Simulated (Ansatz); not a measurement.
Abridged output of a molecular run in Ansatz:

```
Functional definition: HF
1580 factors; integrals over basis functions are off by at most 8.8e-4 eV
mean field evaluation 1: about -88869.5504 eV, gradient 4.6e1 eV
mean field evaluation 2: about -88869.9421 eV, gradient 4.7e1 eV
mean field evaluation 4: about -88874.6544 eV, gradient 4.9e0 eV
mean field evaluation 8: about -88874.7605 eV, gradient 2.9e-1 eV
mean field evaluation 16: about -88874.7612 eV, gradient 2.6e-6 eV
mean field -88874.76123862 eV, -3266.0872340425 hartree, gradient 2.6e-6 eV, S^2 0.000000; 0 other end points of the search recorded, 0 dependent functions left out
21 core orbitals not correlated: weight in the atoms' cores, before any rotation towards them, 1.000 or more for the frozen orbitals, at most 0.000 for the correlated occupied ones
reference -88874.76123862 eV, -3266.0872340425 hartree; 20, 20 occupied and 223, 223 virtual orbitals, 1580 factors
second order -25.02859440 eV of doubles, -0.00000000 eV of singles
cycle   1  -25.28366273 eV  change   -2.6e-1 eV  update   1.2e-1
cycle   2  -25.91452385 eV  change   -6.3e-1 eV  update   3.6e-2
cycle   3  -26.06199796 eV  change   -1.5e-1 eV  update   1.9e-2
cycle   4  -26.04483889 eV  change    1.7e-2 eV  update   4.4e-3
cycle   5  -26.04268157 eV  change    2.2e-3 eV  update   2.1e-3
cycle   6  -26.04374208 eV  change   -1.1e-3 eV  update   7.0e-4
cycle   7  -26.04330361 eV  change    4.4e-4 eV  update   3.1e-4
cycle   8  -26.04330473 eV  change   -1.1e-6 eV  update   1.1e-4
cycle   9  -26.04337987 eV  change   -7.5e-5 eV  update   4.1e-5
cycle  10  -26.04336339 eV  change    1.6e-5 eV  update   1.7e-5
perturbative correction -1.04769174 eV, -0.0385019612 hartree
Total energy: -88901.85229375 eV, -3267.0828119556 hartree
```

Its atoms:

Z-matrix (Å, degrees):
```
C
Si 1 1.850
H 1 1.092 2 110.0
H 1 1.093 2 109.3 3 119.7
H 1 1.091 2 110.7 3 -120.9
Br 2 2.219 1 108.6 3 179.4
O 2 1.679 1 115.1 3 -52.7
Si 2 2.190 1 130.2 3 5.3
H 8 1.485 2 125.5 1 0.9
H 8 1.483 2 124.0 1 175.1
```

Q: Which basis set was used?
A. def2-TZVPP
B. def2-SVPD
C. def2-QZVPP
D. cc-pV(Q+d)Z

A: A. It gives 264 functions.

Q: Write the keys of the input that set method, charge and spin (a neutral closed shell needs none for the last two).

A: 
```yaml
correlation: {method: ccsd_t}
```
